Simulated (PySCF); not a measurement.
A structure optimised at PBE-D3(BJ)/def2-SVP, used in a PySCF frequency run:

```xyz
11

W      0.0946     0.3620     0.2398
O      1.4976     1.3053    -0.0959
S      0.5363    -1.1438     1.7335
N     -1.2416     1.5697     0.9732
H     -1.9547     1.3054     1.6606
H     -1.2058     2.5871     0.8494
O     -0.5128    -0.4744    -1.3419
Si    -0.6738    -1.7048    -2.4892
H     -2.0422    -1.5907    -3.0955
H     -0.5109    -3.0334    -1.8085
H      0.3762    -1.5248    -3.5466
```
Charge 0, spin multiplicity 1.

Question: Write its SMILES and formula.

Answer: [NH2][W](=[O])(=[S])[O][SiH3], H5NO2SSiW

Question: What are its rotational constants (standard atomic weights)?

Answer: 2.1279, 0.97450, 0.83281 GHz
